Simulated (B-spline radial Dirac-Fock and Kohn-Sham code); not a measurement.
## Two-hole binding energies of As⁺

System: As⁺, 1s2 2s2 2p6 3s2 3p6 3d10 4s1 4p3 (an excited configuration).

Input file task.json (cfg lists n, l and occupation; rrms is the nuclear radius in fm):

```json
{"items": [{
  "Z": 33,
  "q": 1,
  "cfg": [[1, 0, 2], [2, 0, 2], [2, 1, 6], [3, 0, 2], [3, 1, 6], [3, 2, 10], [4, 0, 1], [4, 1, 3]],
  "A": 75,
  "rrms": 4.0968,
  "do": ["binding", "quiet", "double"]
}]}
```

Command: `python xray_run.py task.json out`

Calculated with a radial atomic solver, using Dirac-Fock ΔSCF + Breit + QED. U is the two-hole binding energy less the two single-hole energies, the effective repulsion of the holes after relaxation. Each two-hole energy is an average over J within one jj subconfiguration.

```
          holes  E(a) (eV)  E(b) (eV)  E(ab) (eV)  U (eV)
           1s⁻²    11887.7    11887.7           ?       ?
   1s⁻¹ 2p3/2⁻¹    11887.7     1345.3     13352.6   119.7
   1s⁻¹ 3p3/2⁻¹    11887.7      164.6     12085.9    33.6
   1s⁻¹ 3d3/2⁻¹    11887.7      61.89     11977.6    28.0
   1s⁻¹ 3d5/2⁻¹    11887.7      61.20     11976.7    27.8
   2s⁻¹ 2p3/2⁻¹     1557.0     1345.3      2968.1    65.8
   2s⁻¹ 3p3/2⁻¹     1557.0      164.6      1751.6    30.0
   2s⁻¹ 3d3/2⁻¹     1557.0      61.89      1648.0    29.2
   2s⁻¹ 3d5/2⁻¹     1557.0      61.20      1647.2    29.0
2p3/2⁻¹ 3d3/2⁻¹     1345.3      61.89      1436.6    29.5
2p3/2⁻¹ 3d5/2⁻¹     1345.3      61.20      1435.1    28.6
        3d3/2⁻²      61.89      61.89       148.3    24.5
3d3/2⁻¹ 3d5/2⁻¹      61.89      61.20       148.0    24.9
        3d5/2⁻²      61.20      61.20       147.0    24.6
```

**Question.** Give the missing two-hole energy and U.

**Answer.** E(ab) = 24254.1 eV and U = 478.7 eV.
